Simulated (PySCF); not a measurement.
SMILES C(=O)(OC)[SiH2]C(C)C (GFN2-xTB optimised geometry):

```
20

C      0.408    -3.058     0.064
O     -0.308    -1.826     0.026
C      0.419    -0.703     0.000
O      1.626    -0.703     0.000
Si    -0.737     0.828     0.000
C      0.001     2.163    -1.150
C     -0.917     3.379    -1.252
C      1.395     2.587    -0.683
H      1.046    -3.094     0.949
H     -0.339    -3.847     0.095
H      1.035    -3.155    -0.825
H     -2.053     0.368    -0.448
H     -0.801     1.315     1.383
H      0.104     1.741    -2.158
H     -0.499     4.119    -1.933
H     -1.041     3.847    -0.278
H     -1.901     3.095    -1.618
H      1.341     3.071     0.290
H      2.053     1.726    -0.601
H      1.835     3.292    -1.388
```

Method: B3LYP/def2-SVP run with PySCF.

Question: What are the frontier orbital energies and the dipole moment?

Answer: HOMO-2 -8.41 eV, HOMO-1 -8.02 eV, HOMO -7.15 eV, LUMO -0.47 eV, LUMO+1 1.14 eV; dipole moment 1.27 D.

Meta-Löwdin charges at B3LYP/def2-SVP: C1 -0.08, O2 -0.33, C3 0.29, O4 -0.43, Si5 0.60, C6 -0.25, C7 -0.28, C8 -0.29, H9 0.11, H10 0.11, H11 0.11, H12 -0.11, H13 -0.10, H14 0.09, H15 0.09, H16 0.09, H17 0.09, H18 0.09, H19 0.11, H20 0.09.
